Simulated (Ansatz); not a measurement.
`BB1N[SiH2]O1`. Charge 0, multiplicity 1. Geometry: relaxed with PBE0-D4/def2-TZVP.

```xyz
10

B    -1.883    0.488    0.871
B    -0.420    0.150    0.112
N     0.728   -0.608    0.524
Si    1.393   -0.183   -1.009
O    -0.070    0.610   -1.180
H    -2.027    1.451    1.568
H    -2.840   -0.223    0.746
H     0.938   -1.118    1.360
H     2.574    0.714   -1.009
H     1.606   -1.281   -1.983
```

Q: What is the dipole moment at PBE/def2-TZVPP? (An estimate is asked.)

A: Ansatz gave: 2.22 D, with components (1.44, -1.25, 1.14) D in this frame, pointing from negative to positive charge.

Q: And with r2SCAN, B3LYP, ωB97M-V? (Estimate.)

A: Ansatz gave: r2SCAN 2.23 D, B3LYP 2.27 D, ωB97M-V 2.27 D.

Q: Give the Mulliken charges with PBE, r2SCAN, B3LYP in def2-TZVPP. (An estimate is asked.)

A: The calculation gave: 
```csv
atom,PBE,r2SCAN,B3LYP
B1,-0.09,-0.02,-0.12
B2,0.24,0.33,0.32
N3,-0.29,-0.39,-0.35
Si4,0.39,0.50,0.47
O5,-0.34,-0.43,-0.41
H6,0.04,0.02,0.05
H7,0.04,0.02,0.05
H8,0.14,0.14,0.13
H9,-0.07,-0.08,-0.08
H10,-0.07,-0.08,-0.08
```

B3LYP here is the variant with VWN-RPA as its local correlation; programs differ in this.
